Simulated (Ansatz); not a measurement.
Two members of one family (Series InX3), computed with Ansatz in the gas phase; def2 core potentials for In, no spin–orbit coupling. The two geometries come from different levels. Binding counts from free atoms in the multiplicity of their measured ground term, without zero-point energy. A dash marks a value that wasn't run or was left out as unsound. The structures are stationary points that may keep the symmetry of their start. Remarks come from the PBE and PBE0 runs and from stability tests at other levels; not every state was tested. A HOMO above zero means that the electron is unbound at that level and held by the basis, or that self-interaction error raises the level; the energy of removing that electron tells which.

First: In(OH)3 (singlet, charge 0, r2SCAN-D4/def2-SVP geometry).

```xyz
7

In    0.000    0.000    0.000
O     1.487   -0.901    0.983
H     1.217   -1.792    1.250
O     0.240    1.859   -0.688
H     1.125    2.184   -0.467
O    -1.727   -0.958   -0.295
H    -2.342   -0.391   -0.783
```

```
               level  HOMO (eV)  LUMO (eV)  gap (eV)  vertical EA (eV)  binding per atom (eV)
   PBE-D4/def2-TZVPD      -7.09      -3.13      3.96              0.79                   3.47
 r2SCAN-D4/def2-TZVP      -7.34      -2.73      4.60                 –                   3.37
r2SCAN-D4/def2-TZVPD      -7.43      -2.85      4.58              0.65                   3.38
    PBE0-D4/def2-SVP      -8.32      -1.79      6.53                 –                   3.23
   PBE0-D4/def2-TZVP      -8.67      -2.06      6.61                 –                   3.29
```

Remarks: HOMO above zero (-1 doublet).

Second: In(NH2)3 (singlet, charge 0, PBE-D4/def2-SVP geometry).

```xyz
10

In    0.0035    0.0124   -0.0215
N    -0.6320   -1.5440   -1.2345
H    -1.6129   -1.8056   -1.0690
H    -0.0805   -2.4025   -1.1054
N     2.0391    0.3477    0.1735
H     2.2754    0.8979    1.0093
H     2.5829   -0.5231    0.2405
N    -1.2987    1.5838    0.3362
H    -2.2594    1.2709    0.5323
H    -1.0175    2.1625    1.1386
```

Estimate the same table for the second.


```
               level  HOMO (eV)  LUMO (eV)  gap (eV)  vertical EA (eV)  binding per atom (eV)
   PBE-D4/def2-TZVPD      -5.66      -2.17      3.49              0.27                   3.24
 r2SCAN-D4/def2-TZVP      -5.80      -1.74      4.06                 –                   3.12
r2SCAN-D4/def2-TZVPD      -5.90      -1.90      4.00              0.17                   3.13
    PBE0-D4/def2-SVP      -6.56      -0.92      5.64                 –                   3.08
   PBE0-D4/def2-TZVP      -6.88      -1.18      5.70                 –                   3.12
```

Remarks: HOMO above zero (-1 doublet).
